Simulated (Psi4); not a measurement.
C$_{3}$H$_{7}$O, doublet, geometry from GFN2-xTB; M06-2X/aug-cc-pVDZ in Psi4.

The Psi4 input:
```
memory 2 GB

molecule {
0 2
O     0.08881149    1.41624147   -0.02329658
C     0.00962973    0.14136308    0.27258208
H     0.01101452    0.11356863    1.39709535
C    -1.32014766   -0.54404154   -0.11876877
C     1.24109746   -0.70477262   -0.12589560
H    -1.36361392   -0.61281193   -1.20330932
H     1.26961269   -0.77806021   -1.21063645
H    -2.16293297    0.05262281    0.21942231
H     2.15372551   -0.21826934    0.20741092
H    -1.38199246   -1.54074182    0.30800656
H     1.18021755   -1.70153345    0.30087704
}

set {
  basis aug-cc-pvdz
  reference uks
}

energy('m06-2x')
print_variables()
```

Task: Predict the main parts of the log of this Psi4 run.

Result: 
```
   => Loading Basis Set <=

    Name: AUG-CC-PVDZ
    Role: ORBITAL
    Keyword: BASIS

         ---------------------------------------------------------
                                   SCF
               by Justin Turney, Rob Parrish, Andy Simmonett
                          and Daniel G. A. Smith
                              UKS Reference
         ---------------------------------------------------------

  ==> Geometry <==

    Molecular point group: c1
    Full point group: C1

    Geometry (in Angstrom), charge = 0, multiplicity = 2:

       Center              X                  Y                   Z               Mass
    ------------   -----------------  -----------------  -----------------  -----------------
         O            0.083879759401     1.337640530749    -0.022981586851    15.994914619570
         C            0.004697999401     0.062762140749     0.272897073149    12.000000000000
         H            0.006082789401     0.034967690749     1.397410343149     1.007825032230
         C           -1.325079390599    -0.622642479251    -0.118453776851    12.000000000000
         C            1.236165729401    -0.783373559251    -0.125580606851    12.000000000000
         H           -1.368545650599    -0.691412869251    -1.202994326851     1.007825032230
         H            1.264680959401    -0.856661149251    -1.210321456851     1.007825032230
         H           -2.167864700599    -0.025978129251     0.219737303149     1.007825032230
         H            2.148793779401    -0.296870279251     0.207725913149     1.007825032230
         H           -1.386924190599    -1.619342759251     0.308321553149     1.007825032230
         H            1.175285819401    -1.780134389251     0.301192033149     1.007825032230

  Running in c1 symmetry.

  Rotational constants: A =      0.31078  B =      0.27168  C =      0.16251 [cm^-1]
  Rotational constants: A =   9316.96789  B =   8144.68361  C =   4871.84622 [MHz]
  Nuclear repulsion =  126.373911275794384

  Charge       = 0
  Multiplicity = 2
  Electrons    = 33
  Nalpha       = 17
  Nbeta        = 16

  ==> Algorithm <==

  SCF Algorithm Type is DF.
  DIIS enabled.
  MOM disabled.
  Fractional occupation disabled.
  Guess Type is SAD.
  Energy threshold   = 1.00e-06
  Density threshold  = 1.00e-06
  Integral threshold = 1.00e-12

  ==> Primary Basis <==

  Basis Set: AUG-CC-PVDZ
    Blend: AUG-CC-PVDZ
    Number of shells: 71
    Number of basis functions: 155
[...]
      Ntotal   =   33.0000574530 ; deviation = 5.745e-05

   @Spin Contamination Metric:   5.507441595E-03
   @S^2 Expected:                7.500000000E-01
   @S^2 Observed:                7.555074416E-01
   @S   Expected:                5.000000000E-01
   @S   Observed:                5.000000000E-01

    Orbital Energies [Eh]
    ---------------------

    Alpha Occupied:

[...]
    Alpha Virtual:

[...]
    Beta Occupied:

[...]
      16A     -0.326825

    Beta Virtual:

[...]
     155A      3.687230

    Final Occupation by Irrep:
              A
    DOCC [    16 ]
    SOCC [     1 ]
    NA   [    17 ]
    NB   [    16 ]

  @DF-UKS Final Energy:  -193.61067580729519

   => Energetics <=

    Nuclear Repulsion Energy =            126.3739112757943843
    One-Electron Energy =                -511.5996833579195027
    Two-Electron Energy =                 204.8036069001920794
    DFT Exchange-Correlation Energy =     -13.1885106253621771
    Empirical Dispersion Energy =           0.0000000000000000
    VV10 Nonlocal Energy =                  0.0000000000000000
    Total Energy =                       -193.6106758072951948

  UHF NO Occupations:
  HONO-2 :   15  A 1.9996551
  HONO-1 :   16  A 1.9981995
  HONO-0 :   17  A 1.0000000
  LUNO+0 :   18  A 0.0018005
  LUNO+1 :   19  A 0.0003449
  LUNO+2 :   20  A 0.0002987
  LUNO+3 :   21  A 0.0002321

Computation Completed

Properties will be evaluated at   0.000000,   0.000000,   0.000000 [a0]

Properties computed using the SCF density matrix

 Multipole Moments:

 ------------------------------------------------------------------------------------
     Multipole            Electronic (a.u.)      Nuclear  (a.u.)        Total (a.u.)
 ------------------------------------------------------------------------------------

 L = 1.  Multiply by 2.5417464519 to convert [e a0] to [Debye]
 Dipole X            :          0.2579783           -0.3075474           -0.0495691
 Dipole Y            :          4.1010785           -4.9016303           -0.8005518
 Dipole Z            :          0.2209817            0.0196433            0.2406250
 Magnitude           :                                                    0.8374011

 ------------------------------------------------------------------------------------

  Variable Map:
  ----------------------------------------------------------------------------
[...]
  Array Variable Map:
  ----------------------------------------------------------------------------
[...]
[...]
```
